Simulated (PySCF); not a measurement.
Computed IR spectrum (relative IR intensity) of a molecule C₂H₄ClNSi. The structure is a stationary point at B3LYP-D3(BJ)/def2-SVP. Other conformers were not sampled. These are PySCF with B3LYP-D3(BJ)/def2-SVP values and carry that method's errors. Frequencies are harmonic and unscaled.

ν (cm⁻¹): 209 (vw), 536 (m), 562 (m), 674 (vw), 688 (w), 788 (w), 899 (vs), 955 (s), 1159 (vw), 1192 (w), 1405 (w), 2253 (m), 2271 (m), 2378 (w) (against the strongest line: vs over 80 %, s over 45 %, m over 15 %, w over 4 %, vw less)

Q: Pick the molecule that these values belong to.
A) C#C[Si@@H](N)Cl
B) N#CC[SiH2]Cl
C) Cl[Si@H]1C=NC1

A: B, N#CC[SiH2]Cl
